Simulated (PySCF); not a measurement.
How methods differ on the excitation energy of Ir²⁺

Ir²⁺ [Xe] 4f14 5d7 (4F) → Ir²⁺ [Xe] 4f14 5d6 6s1 (6D), as a difference of total energies. All numbers are calculated (PySCF 2.14, scalar relativity through the core potential, in aug-cc-pwCVDZ-PP with ECP60MDF (6s6p5d3f, 70 functions)). Correlated levels: valence: 5s2 5p6 frozen. The calculations carry no spin-orbit coupling.

```json
{"method": "UHF", "excitation energy (cm⁻¹)": "11014"}
{"method": "MP2 (valence)", "excitation energy (cm⁻¹)": "13857"}
{"method": "SCS-MP2 (valence)", "excitation energy (cm⁻¹)": "17864"}
{"method": "CCSD (valence)", "excitation energy (cm⁻¹)": "13978"}
{"method": "CCSD(T) (valence)", "excitation energy (cm⁻¹)": "14202"}
```
